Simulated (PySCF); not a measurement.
Unknowns

No solvent model, a single conformation, fast rotation and ring inversion assumed for equivalent nuclei, non-relativistic. NMR shieldings at PBE0/pcSseg-1/GIAO; geometry: GFN2-xTB; PySCF.

Chemical shifts δ = σref − σ; 1H (31.72 ppm), 13C (186.93 ppm) vs TMS, all at this level. Splittings of carbon signals by F and P are missing where no couplings were computed. Where no couplings were computed, multiplicities follow the n + 1 count of equivalent neighbours, and m marks all less simple cases (inequivalent or close neighbours, rings, F or P nearby). Shifts are as computed. Against solution values, carbons near 30 ppm lie about +3 ppm off and those near 130 ppm about +5 ppm. Of 1211 compounds with measured shifts, 218 miss one by over three times the rms of a fit or turn the order of signals round; such compounds aren't used in these exercises.

Problem. C8H10FOP. 1H NMR (400 MHz, computed): δ 7.25 (m, 1H), 6.88 (m, 1H), 5.98 (m, 1H), 5.95 (m, 1H), 1.94 (s, 3H), 1.91 (m, 3H). 13C{1H} NMR (computed): δ 178.3 (C), 148.5 (C), 147.6 (CH2), 136.9 (CH), 128.8 (C), 124.3 (CH), 18.3 (CH3), 10.3 (CH3). What is it?

Solution. SMILES C=C[P@@]1(=O)C(F)=CC(C)=C1C. 8 carbon signals for 8 carbons: no two carbons are equivalent. Carbon types of the structure: 3 × C, 2 × CH, 1 × CH2, 2 × CH3, which accounts for all hydrogens. δC 178.3, 148.5, 128.8: fully substituted alkene carbon. δC 147.6: terminal =CH2 carbon; as expected for a trigonal carbon in a double bond. δC 136.9, 124.3: alkene CH; as expected for a trigonal carbon in a double bond. δH 5.98, 5.95: hydrogen on an alkene CH; a vinylic proton, deshielded by the sp2 carbon and the C=C anisotropy.

The data come from this structure; uniqueness wasn't tested.

Problem. C4H8N2. 1H NMR (500 MHz, computed): δ 6.37 (q, 1H), 6.34 (q, 1H), 2.11 (d, 3H), 1.67 (d, 3H). 13C{1H} NMR (computed): δ 128.3 (CH), 127.0 (CH), 24.2 (CH3), 14.2 (CH3). What is it?

Solution. `C/C=N\N=C\C`. The formula gives 2 degrees of unsaturation (no ring in the answer). 4 carbon signals for 4 carbons: no two carbons are equivalent. Carbon types of the structure: 2 × CH, 2 × CH3, which accounts for all hydrogens. δC 128.3, 127.0: C=N carbon. δC 24.2, 14.2: methyl carbon; a saturated carbon with 1 carbon neighbour and no heteroatom attached. δH 6.37, 6.34: hydrogen on a C=N carbon. δH 2.11, 1.67: hydrogen on a methyl carbon.

This is the structure that produced the data.

Problem. C9H16. 1H NMR (300 MHz, computed): δ 1.96 (m, 2H), 1.83 (m, 2H), 1.80 (m, 2H), 1.71 (m, 2H), 1.21 (m, 2H), 1.17 (m, 2H), 0.90 (m, 2H), 0.79 (m, 2H). 13C{1H} NMR (computed): δ 49.9 (CH), 35.9 (CH2), 35.0 (CH2), 30.7 (CH2), 23.9 (CH2). What is it?

Solution. `InChI=1S/C9H16/c1-2-5-9-7-3-6-8(9)4-1/h8-9H,1-7H2/t8-,9-/m1/s1`. The formula gives 2 degrees of unsaturation (2 rings in the answer). 5 carbon signals for 9 carbons: some carbons are equivalent by symmetry or fast rotation. Carbon types of the structure: 2 × CH, 7 × CH2, which accounts for all hydrogens. δC 49.9: sp3 CH in a ring; aliphatic region, no heteroatom directly attached. δC 35.9, 35.0, 30.7, 23.9: sp3 CH2 in a ring; saturated and bonded to C and H only. δH 1.96, 1.83, 1.80, 1.71, 1.21, 1.17, 0.90: hydrogen on an sp3 CH2 in a ring; far from electronegative atoms and π systems. δH 0.79: hydrogen on an sp3 CH in a ring; far from electronegative atoms and π systems.

This is the structure that produced the data.
